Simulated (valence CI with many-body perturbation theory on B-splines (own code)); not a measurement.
The numbers below are computed, except where a source is named.
Cr¹¹⁺: magnetic and hyperfine properties of the levels

Method: valence CI with perturbative core correlation (CI+MBPT): three valence electrons over a frozen Dirac-Fock core [Ne], a basis of 11 s, 11 p, 9 d, 7 f, 5 g, 2 h, 1 i functions for each j, with the one-electron correlation potential Σ1, the two-electron term Σ2, the three-electron term Σ3, Breit, model QED; selected CI, second order for the rest, scaled by the run's own slope (own B-spline code, finite nucleus).

No measured spectrum was set against this ion. As an estimate, levels of excited configurations hold to 0.05 to 0.15 % of their energy, terms of the ground configuration to about 0.5 %.

A/g_I is the dipole constant over the nuclear g factor μ/I (μ in nuclear magnetons, uniformly magnetised nucleus), B/Q the quadrupole constant per barn. Both hold the static response of the core; the bare values leave it out. Large factors of s and p1/2 electrons are usually good to 5 to 10 %; those of open d and f shells near neutrality can be off by tens of per cent, and small factors of p3/2, d and f electrons come from cancelling terms and can be off by a factor of two or in sign, in half-filled shells by more. B is blank for J = 1/2, where it vanishes, and for nearly pure S terms. Energies count from the lowest level.

Names give the largest LS component (configuration and term), which can be under half, so a name can repeat, a term be missing and a line seem to break the LS rules; names also repeat where a configuration has a term twice. Letters in brackets count levels of one name in rising energy.

```
             Level  E (cm⁻¹)      g  A/g_I (MHz)  A/g_I bare  B/Q (MHz/b)  B/Q bare
     3s²3p ²P°_1/2         0  0.665        17100       16000                       
     3s²3p ²P°_3/2     12275  1.333         3490        3400         6050      5730
      3s3p² ⁴P_1/2    192050  2.665        32900       31300                       
      3s3p² ⁴P_3/2    196860  1.733        15000       14300         4960      4700
      3s3p² ⁴P_5/2    203300  1.596        15600       14800        -6140     -5810
      3s3p² ²D_3/2    254460  0.802        -3690       -3350         7720      7320
      3s3p² ²D_5/2    255600  1.204        15200       14300        11000     10400
      3s3p² ²S_1/2    313980  1.835        53000       49700                       
      3s3p² ²P_1/2    333470  0.836        16900       15700                       
      3s3p² ²P_3/2    339540  1.331        -2880       -2420        -6130     -5810
      3s²3d ²D_3/2    408630  0.799          338         486         1610      1610
      3s²3d ²D_5/2    409730  1.200         2380        2400         2260      2270
       3p³ ²D°_3/2    493410  0.824         1260        1180          926       894
       3p³ ²D°_5/2    495370  1.200         6510        6290        -1790     -1670
       3p³ ⁴S°_3/2    504620  1.971        -1040        -238                       
       3p³ ²P°_1/2    550400  0.665        14500       13500                       
3s3p3d ⁴F°_3/2 [a]    551700  0.935        -1410       -1170          848       830
3s3p3d ⁴F°_3/2 [b]    552290  0.804        -2760       -2460          993       977
    3s3p3d ⁴F°_5/2    554630  1.030         4320        4200         2790      2710
    3s3p3d ⁴F°_7/2    558430  1.239         7390        7110         4110      3980
    3s3p3d ⁴F°_9/2    563660  1.333         8150        7820         7270      7010
    3s3p3d ⁴P°_5/2    594770  1.527         9380        9050         2830      2770
    3s3p3d ⁴D°_3/2    596640  1.437         6950        6810         1620      1560
    3s3p3d ⁴D°_1/2    597980  0.443       -14600      -13500                       
    3s3p3d ⁴P°_1/2    603440  2.225        29000       27400                       
    3s3p3d ⁴D°_7/2    603800  1.427         9930        9530        -4940     -4610
    3s3p3d ⁴P°_3/2    603960  1.486        11700       11200        -2120     -2070
    3s3p3d ⁴D°_5/2    604180  1.426        10000        9620        -3450     -3300
3s3p3d ²D°_3/2 [a]    616520  0.808        -7370       -6770        -3300     -3090
3s3p3d ²D°_5/2 [a]    616800  1.214        11800       11200        -4530     -4240
3s3p3d ²F°_5/2 [a]    643130  0.859         4740        4500         6090      5890
3s3p3d ²F°_7/2 [a]    652860  1.143          617         764         7150      6920
3s3p3d ²P°_3/2 [a]    697990  1.313         8670        8300         1310      1290
3s3p3d ²P°_1/2 [a]    702830  0.665       -13300      -12300                       
3s3p3d ²F°_7/2 [b]    705110  1.143         8790        8350         7070      6830
3s3p3d ²F°_5/2 [b]    707260  0.858        -4200       -3790         6080      5880
3s3p3d ²P°_1/2 [b]    724860  0.665         -508        -317                       
3s3p3d ²P°_3/2 [b]    725870  1.201         4540        4420         1590      1580
3s3p3d ²D°_3/2 [b]    728380  0.950         3140        3080        -4570     -4320
3s3p3d ²D°_5/2 [b]    729470  1.198        -1710       -1350        -4650     -4340
```

Take the isotope of mass number 53, with I = 3/2, μ = -0.47431 μN and Q = -0.15 b. What is the hyperfine structure of 3s3p² ⁴P_5/2?

From the table A = -4920 MHz, B = 921 MHz. Shifts from the centre of gravity in MHz: F = 1: 26500, F = 2: 15900, F = 3: 723, F = 4: -18200.
